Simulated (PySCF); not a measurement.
H₈N₂OSi₂, SMILES [SiH2](N[SiH2]O)N.

Geometry: PBE-D3(BJ)/def2-SVP. This is a generated structure with no PubChem entry under its InChIKey; it may be hypothetical. Other conformers were not sampled.

Two levels are set side by side: TDDFT-PBE/def2-SVPD (PySCF) and TDDFT-CAM-B3LYP/def2-SVPD (PySCF). Vertical, same geometry. The lowest singlet is HOMO→LUMO 96 % with PBE and HOMO→LUMO 73 %, HOMO→LUMO+1 15 % with the other functional; states are paired by order. Differences are taken from unrounded values.

```tsv
quantity	TDDFT-CAM-B3LYP	TDDFT-PBE	TDDFT-PBE minus TDDFT-CAM-B3LYP
lowest singlet excitation (eV)	6.42	5.40	-1.02
lowest triplet excitation (TDA) (eV)	6.02	5.14	-0.88
first bright state (f over 0.05) (eV)	6.90	5.87	-1.04
its oscillator strength	0.06	0.05	0.00
```

A lower first singlet is the usual sign of a functional without exact exchange. Differences between two approximate levels are no errors against the true value.

Rough cost on one machine, each run with all the roots and properties that it gave: TDDFT-CAM-B3LYP against TDDFT-PBE about 8 times.
